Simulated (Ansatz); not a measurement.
## Which method gave which barrier?

Saddle point of CH6GaN, singlet (CH₆GaN ([CH3][GaH][NH2]) → CH₃Ga ([CH2][GaH]) + NH₃ (still joined by a long Ga–N bond); bonds formed: N2–H4; bonds broken: C3–H4; bonds weakened to dative contacts: Ga1–N2), PBE0-D4/def2-TZVP structure:

Ga1  (-1.082, 0.154, -0.361)
N2  (0.119, -0.245, 1.246)
C3  (0.579, 0.200, -1.248)
H4  (0.801, -0.296, 0.171)
H5  (-2.595, -0.128, -0.139)
H6  (0.319, 0.410, 1.994)
H7  (0.040, -1.171, 1.650)
H8  (0.691, -0.045, -2.302)
H9  (1.129, 1.120, -1.012)
(Å)

Ansatz 0.2.0; basis: def2-TZVPP, with def2-QZVPP for the basis limit; cores frozen in the correlated methods. Filled d shells of the heavier atoms are correlated. The def2 sets are not built for correlating such inner shells, so the correlated values are less sure here. B3LYP uses VWN-RPA correlation. Extrapolation: Hartree–Fock as exp(−7.88 √X), correlation as X^−2.97. Four methods, as single points on the PBE0-D4 structures, gave these electronic barriers from the start structure: 2.416, 2.872, 3.146, 3.604 eV.

Problem. The methods were, in alphabetical order, B3LYP-D4, BHLYP-D4, HF, SPW92. Which gave which? (A judgement: the text doesn't fix the answer.)

Solution. The calculation gives: SPW92 2.416; B3LYP-D4 2.872; BHLYP-D4 3.146; HF 3.604 eV. For comparison, CCSD(T) at an estimated basis limit (MP2 extrapolated from triple and quadruple zeta, plus CCSD(T) − MP2 in triple zeta) gives 2.982 eV.

T1 diagnostic: at most 0.015. The restricted Hartree–Fock reference is unstable towards an unrestricted one at one or more of these structures.

Labels in which every atom is bracketed show which atoms are joined, not bond orders.

For scale, one of the runs: CCSD(T)/def2-TZVPP, 194 basis functions (an equivalent command: `ansatz run in.yaml --threads 4`). Time: 50 s of wall clock on 4 CPU threads; the host was shared. Peak host memory: 2.2 GiB.
